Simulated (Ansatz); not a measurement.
Cl$_{3}$Sc, triplet, at a GFN2-xTB geometry (such geometries of metal compounds can be far from the true shape) (the multiplicity is a formal guess), atoms displaced at random by about 0.02 Å a coordinate. Base run: Ansatz (a program for electronic structure) with PBE0/6-31G*.

Ansatz was given this input:
Ansatz 0.2 input:
```yaml
crystal:
  periodic: [false, false, false]
  atoms:
    - {symbol: Sc, position_ang: [-0.28857811, -0.02121981, 0.20274477]}
    - {symbol: Cl, position_ang: [1.78479672, -0.13144644, -0.81485975]}
    - {symbol: Cl, position_ang: [-0.63607550, -1.14361413, 2.19572916]}
    - {symbol: Cl, position_ang: [-0.82357381, 1.31134620, -1.65973672]}
basis:
  gaussian:
    orbitals: 6-31G*
hamiltonian:
  xc: pbe0
magnetization: {spin_polarized: true, initial_magnetization: 2}
relax: {}
```

Each row names what was changed in the base input (with any setting that the change needs).

| change | ΔE vs base (kcal/mol) | optimiser steps | core-seconds (rough) | outcome |
|---|---|---|---|---|
| base | 0.000 | 6 | 100 | converged |
| relax = max_displacement: 0.02 | - | - | - | cut at the time limit |
| relax = f_tol: 0.002 | -0.001 | 8 | 200 | converged |
| relax = f_tol: 0.1 | 0.009 | 5 | 100 | converged |
| relax = max_displacement: 0.5 | 0.000 | 6 | 100 | converged |
| relax = f_tol: 0.05 | 0.009 | 5 | 100 | converged |
